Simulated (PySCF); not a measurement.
The complex CoF3 (charge 0) contains Co(III), shell d6. The structure is a model geometry with rigid ligands and bond lengths from ionic radii, not a minimum; coordination trigonal planar, point group D3h, metal–donor distances 1.73 Å.

```
4

Co    0.0000    0.0000    0.0000
F     1.7300    0.0000    0.0000
F    -0.8650    1.4982    0.0000
F    -0.8650   -1.4982    0.0000
```

Method (PySCF 2.14, density fitting): CASSCF(6,5) with orbitals averaged over all microstates of the shell, strongly contracted NEVPT2 on the averaged canonical orbitals; basis x2c-TZVPall on the metal, x2c-SVPall elsewhere; spin-free X2C; gas phase; spin-orbit coupling by state interaction with the mean-field operator over all roots.

Q: What is the ground state?

A: 5A1' (S = 2, orbital degeneracy 1), orbital occupations from the lowest 2.0 1.0 1.0 1.0 1.0, by NEVPT2.

Q: Where do the spin-allowed transitions within the shell lie?

A: By NEVPT2: 5E'' at 3303 cm⁻¹; 5E' at 18687 cm⁻¹ (535 nm). The strongest, at 18687 cm⁻¹, has f = 1.0e-03.

Q: Which is the lowest state of another spin?

A: 3E' at 17238 cm⁻¹ by NEVPT2; CASSCF alone puts it at 21114 cm⁻¹ above the same ground state.

Q: Give the fitted ligand-field and repulsion parameters.

A: At CASSCF level (the NEVPT2 levels don't fit a ligand-field model well): orbital energies 0, 1404, 1404, 13985, 13985 cm⁻¹; B = 1180 cm⁻¹; C = 4439 cm⁻¹; B over its free-ion value at the same level 0.868; rms of the fit 298 cm⁻¹; ζ = 531 cm⁻¹ (free ion 587).

Q: What are the magnetic parameters?

A: The ground multiplet follows a spin Hamiltonian with S = 2, g = 1.996, 2.209, 2.209, D = 16.88 cm⁻¹, E/|D| = 0.00 (spin-orbit part alone); the lowest levels hold 98 % of the spin-free ground state. μeff is 5.31 μB at 300 K and 4.45 μB at 10 K; the spin-only value is 4.90 μB.

NEVPT2 lifts 5E' from 13578 to 18687 cm⁻¹; on the d shell alone such lifts tend to overshoot. NEVPT2 on the d shell alone tends to put d–d bands too high for such charged or covalently bound ions. Gaps between spin states lean to high spin in this active space.

The job took 8 s on one thread of Arm Neoverse V1 (shared host), with 90 basis functions, launched as `OMP_NUM_THREADS=1 python lf_run.py task.json out`.
